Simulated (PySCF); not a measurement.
Working out the excitation energy of S⁺

S⁺ [Ne] 3s2 3p3 (4S) → S⁺ [Ne] 3s1 3p4 (4P). Calculation: PySCF 2.14, in x2c-TZVPPall (5s5p3d1f, 42 functions); scalar relativity by spin-free X2C-1e. Frozen: 1s2. Energies in hartree (1 hartree = 27.21139 eV):

| part | S⁺ (lower) | S⁺ (upper) |
| --- | --- | --- |
| UHF | -398.245528 | -397.858752 |
| MP2 opposite-spin | -0.176080 | -0.174732 |
| MP2 same-spin | -0.073458 | -0.072059 |

**Question.** What does Hartree-Fock give?

**Answer.** (-397.858752) − (-398.245528) = 0.386776 hartree = 10.525 eV.

**Question.** What do MP2 and SCS-MP2 (6/5 opposite-spin, 1/3 same-spin) give?

**Answer.** The opposite-spin parts differ by 0.037 eV and the same-spin parts by 0.038 eV. MP2: 10.525 + (0.037) + (0.038) = 10.600 eV. SCS-MP2: 10.525 + 1.2 × (0.037) + (0.038)/3 = 10.582 eV.

Measured between the centres of the two terms (NIST): 9.870 eV, so MP2 (valence and next inner shell) is off by 0.730 eV.

What remains against the reference includes basis incompleteness, the frozen core and correlation beyond second order.
